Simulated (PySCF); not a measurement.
## From computed data to an observable: chemical shift, span and skew from a shielding tensor

AsH5Si, SMILES [AsH2][SiH3]. Atoms are numbered in the order given.

```xyz
7

Si    -1.5768     0.0049     0.0000
As     0.8061    -0.0618     0.0000
H     -2.0636    -0.7186     1.2149
H     -2.0636    -0.7186    -1.2149
H     -2.1411     1.3892     0.0000
H      0.8721     1.0098     1.0994
H      0.8721     1.0098    -1.0994
```

The structure is a stationary point at PBE-D3(BJ)/def2-TZVP.

GIAO shieldings from PBE/pcSseg-2 run with PySCF, non-relativistic, no solvent. The symmetric part of the tensor of Si1 has the principal values 380.5, 397.2, 439.9 ppm. The same nucleus in TMS has σ = 324.1 ppm at this level (PySCF, at its B3LYP-D3(BJ)/def2-TZVP geometry).

Problem. Work out the isotropic shielding, the ²⁹Si shift against TMS, the span and the skew.

Solution. 
σ(iso) = (σ11 + σ22 + σ33)/3 = 405.9 ppm. δ = σ(ref) − σ(iso) = 324.1 − (405.9) = -81.8 ppm.
Span Ω = σ33 − σ11 = 59.4 ppm. Skew κ = 3(σ(iso) − σ22)/Ω = 0.44. Tumbling in solution averages the tensor to δ; in a static solid the shielding alone would spread this spin-1/2 line over Ω.
